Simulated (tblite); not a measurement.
Species: C6H10N2Si.
Structure used (GFN2-xTB), in Å, numbered top down from 1:
```xyz
19
C6H10N2Si angstrom
C      3.1492    0.3772   -0.2613
C      2.2303   -0.6329   -0.2618
N      1.0125   -0.0426   -0.0796
C     -0.2608   -0.6928    0.0089
C     -1.3138   -0.1910   -1.0086
C     -2.5153    0.0374   -0.0675
Si    -1.4390   -0.2567    1.4845
C      1.2552    1.2847    0.0230
N      2.5250    1.5692   -0.0847
H      4.2130    0.3208   -0.3771
H      2.3373   -1.6928   -0.3721
H     -0.0828   -1.7649   -0.1038
H     -1.5141   -0.9070   -1.8050
H     -0.9832    0.7392   -1.4686
H     -3.2991   -0.7026   -0.2161
H     -2.9748    1.0159   -0.1844
H     -1.7939   -1.3820    2.3461
H     -1.0361    0.9195    2.2475
H      0.4806    2.0107    0.1732
```

All values are computed: GFN2-xTB (tblite) harmonic vibrations without scaling, gas phase. This tight-binding method is rough: wavenumbers can miss measured ones by several per cent, in bad cases by 10 to 20. Modes of hydrogen on silicon can be 10 to 20 % off. One conformer, not necessarily the lowest.

Harmonic wavenumbers (cm⁻¹): 33.8, 58.4, 114.1, 192.2, 307.2, 375.8, 431.5, 435.0, 527.1, 601.0, 617.5, 634.8, 647.9, 704.8, 735.8, 756.9, 762.3, 800.8, 827.9, 829.9, 886.4, 895.0, 977.6, 1021.8, 1044.7, 1067.4, 1081.2, 1120.4, 1146.8, 1170.3, 1187.7, 1208.9, 1247.8, 1280.2, 1312.7, 1386.6, 1404.0, 1468.3, 1476.5, 1490.3, 1518.2, 2285.1, 2307.2, 2951.9, 2989.7, 3005.8, 3012.3, 3020.6, 3161.2, 3164.5, 3178.4.

A = 3490, B = 851.9, C = 836.4 MHz; mass 138.061 u (most abundant isotopes); point group C1, symmetry number 1.

Task: What is the zero-point energy?

Result: Half the sum of the wavenumbers: 32432 cm⁻¹ = 387.98 kJ/mol.

Task: Give the ideal-gas entropy at 273.15 K and 1 bar in the rigid-rotor, harmonic-oscillator model (classical rotation).

Result: Translation 168.49, rotation 121.28, vibration 93.04: S = 382.8 J/(mol K).

Task: And Cp and H(273.15 K) − H(0)?

Result: Cp = 140.18 J/(mol K), of which vibrations give 106.93 (their classical limit is 51 R = 424.0); H(273.15 K) − H(0) = 22.30 kJ/mol without the zero-point energy, 13.22 from vibrations.

Task: Which modes carry the vibrational entropy at 273.15 K?

Result: 33.8 cm⁻¹: 22.67; 58.4 cm⁻¹: 18.15; 114.1 cm⁻¹: 12.67; 192.2 cm⁻¹: 8.56; 307.2 cm⁻¹: 5.16; 375.8 cm⁻¹: 3.87 J/(mol K); the other 45 give 21.95 together.

Task: How do the functions run with temperature in this model?

Result: 
```csv
T (K),S (J/(mol K)),Cp (J/(mol K)),H − H(0) (kJ/mol),G − H(0) (kJ/mol),ln q(vib)
50,248.7,52.3,2.13,-10.30,0.72
100,289.0,65.6,5.08,-23.82,1.82
298.15,395.6,152.8,25.97,-91.99,5.91
373.15,433.9,189.1,38.81,-123.11,7.58
500,496.7,240.3,66.19,-182.17,10.55
750,608.1,308.0,135.47,-320.64,16.53
1000,702.9,349.9,218.09,-484.84,22.27
```

q(vib) and H(0) count from the zero-point level.

Task: Blend soft modes into free rotors: weight 1/[1 + (100 cm⁻¹/ν̃)⁴] for the oscillator and the rest for a rotor with moment μB/(μ + B), μ = h/(8π²ν), B = 10⁻⁴⁴ kg m². What vibrational entropy results?

Result: 82.13 J/(mol K) in place of 93.04, which changes −T·S at 273.15 K by +2.98 kJ/mol.

Hindered rotation and anharmonicity are outside this model. Other conformers, if any are populated, would add a mixing term that is left out. The structure is chiral; the term R ln 2 for an equal mix with its mirror image is left out.
